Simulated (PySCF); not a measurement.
C6H13Te, doublet, at a GFN2-xTB geometry (all electrons, no relativity); WB97X/STO-3G (PySCF).

The PySCF input:
```python
from pyscf import gto, scf, dft

mol = gto.M(
    atom='''
C     1.904425    1.695099   -0.321043
C     1.539721    0.282943   -0.635481
C     2.648289   -0.564759   -1.164375
Te   -0.006589   -0.685114    0.398469
C    -1.473472    0.937932    0.156205
C    -1.680030    1.241724   -1.313245
C    -2.766314    0.526133    0.831677
H     2.324524    2.177351   -1.205926
H     1.045205    2.273585    0.008999
H     2.669132    1.744833    0.462383
H     2.298992   -1.565400   -1.409610
H     3.469661   -0.657362   -0.445713
H     3.065701   -0.109534   -2.064711
H    -1.070781    1.816573    0.661243
H    -0.735726    1.489362   -1.793409
H    -2.110622    0.381910   -1.823078
H    -2.360065    2.085788   -1.432828
H    -3.504413    1.324059    0.750128
H    -3.177963   -0.365446    0.362149
H    -2.606735    0.315752    1.887540
''',
    basis='sto-3g',
    charge=0,
    spin=1,
    verbose=4,
)

mf = dft.UKS(mol)
mf.xc = 'wb97x'
mf.grids.level = 4
mf.kernel()
```

Output, abridged:

```
PySCF version 2.14.0

[INPUT] verbose = 4
[INPUT] num. atoms = 20
[INPUT] num. electrons = 101
[INPUT] charge = 0
[INPUT] spin (= nelec alpha-beta = 2S) = 1
[INPUT] symmetry False subgroup None
[INPUT] Mole.unit = angstrom
[INPUT] Symbol           X                Y                Z      unit          X                Y                Z       unit  Magmom
[INPUT]  1 C      1.904425000000   1.695099000000  -0.321043000000 AA    3.598841674775   3.203272864024  -0.606683344209 Bohr   0.0
[INPUT]  2 C      1.539721000000   0.282943000000  -0.635481000000 AA    2.909650998241   0.534684778863  -1.200885047365 Bohr   0.0
[INPUT]  3 C      2.648289000000  -0.564759000000  -1.164375000000 AA    5.004540908698  -1.067239836383  -2.200349856290 Bohr   0.0
[INPUT]  4 Te    -0.006589000000  -0.685114000000   0.398469000000 AA   -0.012451405435  -1.294677824105   0.752997279129 Bohr   0.0
[INPUT]  5 C     -1.473472000000   0.937932000000   0.156205000000 AA   -2.784458532215   1.772434603466   0.295184669288 Bohr   0.0
[INPUT]  6 C     -1.680030000000   1.241724000000  -1.313245000000 AA   -3.174796581053   2.346518282299  -2.481673384454 Bohr   0.0
[INPUT]  7 C     -2.766314000000   0.526133000000   0.831677000000 AA   -5.227575834550   0.994247275096   1.571641754100 Bohr   0.0
[INPUT]  8 H      2.324524000000   2.177351000000  -1.205926000000 AA    4.392713729978   4.114597067048  -2.278869866492 Bohr   0.0
[INPUT]  9 H      1.045205000000   2.273585000000   0.008999000000 AA    1.975151194026   4.296452970919   0.017005645395 Bohr   0.0
[INPUT] 10 H      2.669132000000   1.744833000000   0.462383000000 AA    5.043928470313   3.297256503103   0.873777234655 Bohr   0.0
[INPUT] 11 H      2.298992000000  -1.565400000000  -1.409610000000 AA    4.344465242566  -2.958177275394  -2.663776842448 Bohr   0.0
[INPUT] 12 H      3.469661000000  -0.657362000000  -0.445713000000 AA    6.556709035085  -1.242234144696  -0.842275500158 Bohr   0.0
[INPUT] 13 H      3.065701000000  -0.109534000000  -2.064711000000 AA    5.793335269805  -0.206989261328  -3.901738316377 Bohr   0.0
[INPUT] 14 H     -1.070781000000   1.816573000000   0.661243000000 AA   -2.023482829388   3.432825455280   1.249568171786 Bohr   0.0
[INPUT] 15 H     -0.735726000000   1.489362000000  -1.793409000000 AA   -1.390320642722   2.814486280334  -3.389051839330 Bohr   0.0
[INPUT] 16 H     -2.110622000000   0.381910000000  -1.823078000000 AA   -3.988497532482   0.721705304233  -3.445118123720 Bohr   0.0
[INPUT] 17 H     -2.360065000000   2.085788000000  -1.432828000000 AA   -4.459876486172   3.941568073904  -2.707652503608 Bohr   0.0
[INPUT] 18 H     -3.504413000000   1.324059000000   0.750128000000 AA   -6.622380797365   2.502108882765   1.417536478368 Bohr   0.0
[INPUT] 19 H     -3.177963000000  -0.365446000000   0.362149000000 AA   -6.005479704001  -0.690592853318   0.684362426285 Bohr   0.0
[INPUT] 20 H     -2.606735000000   0.315752000000   1.887540000000 AA   -4.926015229318   0.596684803284   3.566933649162 Bohr   0.0

nuclear repulsion = 690.83452141697
number of shells = 42
number of NR pGTOs = 210
number of NR cGTOs = 70
basis = sto-3g
ecp = {}

******** <class 'pyscf.dft.uks.UKS'> ********
method = UKS
initial guess = minao
damping factor = 0
level_shift factor = 0
DIIS = <class 'pyscf.scf.diis.CDIIS'>
diis_start_cycle = 1
diis_space = 8
diis_damp = 0
SCF conv_tol = 1e-09
SCF conv_tol_grad = None
SCF max_cycles = 50
direct_scf = True
direct_scf_tol = 1e-13
number electrons alpha = 51  beta = 50
XC library pyscf.dft.libxc version 7.1.2
    S. Lehtola, C. Steigemann, M. J. T. Oliveira, and M. A. L. Marques,  SoftwareX 7, 1–5 (2018)
XC functionals = wb97x
    J.-D. Chai and M. Head-Gordon,  J. Chem. Phys. 128, 084106 (2008)
radial grids:
    Treutler-Ahlrichs [JCP 102, 346 (1995); DOI:10.1063/1.469408] (M4) radial grids

becke partition: Becke, JCP 88, 2547 (1988); DOI:10.1063/1.454033
pruning grids: <function nwchem_prune>
grids dens level: 4
symmetrized grids: False
atomic radii adjust function: <function treutler_atomic_radii_adjust>
small_rho_cutoff = 0
Set gradient conv threshold to 3.16228e-05
tot grids = 407440
init E= -6763.89765694733

cycle= 1 E= -6782.8273145257  delta_E= -18.9  |g|= 0.334  |ddm|= 3.81
cycle= 2 E= -6782.98642032363  delta_E= -0.159  |g|= 0.129  |ddm|= 1.16
cycle= 3 E= -6783.00039006093  delta_E= -0.014  |g|= 0.0469  |ddm|= 0.278
cycle= 4 E= -6783.00310877131  delta_E= -0.00272  |g|= 0.0148  |ddm|= 0.115
cycle= 5 E= -6783.00383927819  delta_E= -0.000731  |g|= 0.00604  |ddm|= 0.08
cycle= 6 E= -6783.00397210155  delta_E= -0.000133  |g|= 0.00252  |ddm|= 0.0376
cycle= 7 E= -6783.00399344802  delta_E= -2.13e-05  |g|= 0.000703  |ddm|= 0.0171
cycle= 8 E= -6783.00399526206  delta_E= -1.81e-06  |g|= 0.000191  |ddm|= 0.00515
cycle= 9 E= -6783.00399537517  delta_E= -1.13e-07  |g|= 8.33e-05  |ddm|= 0.00124
cycle= 10 E= -6783.00399538638  delta_E= -1.12e-08  |g|= 2.78e-05  |ddm|= 0.000297
cycle= 11 E= -6783.00399538898  delta_E= -2.6e-09  |g|= 8.03e-06  |ddm|= 0.000177
cycle= 12 E= -6783.00399538921  delta_E= -2.32e-10  |g|= 3.09e-06  |ddm|= 5.48e-05
Extra cycle  E= -6783.00399538923  delta_E= -1.82e-11  |g|= 1.81e-06  |ddm|= 1e-05
converged SCF energy = -6783.00399538923  <S^2> = 0.75722209  2S+1 = 2.0072091
```
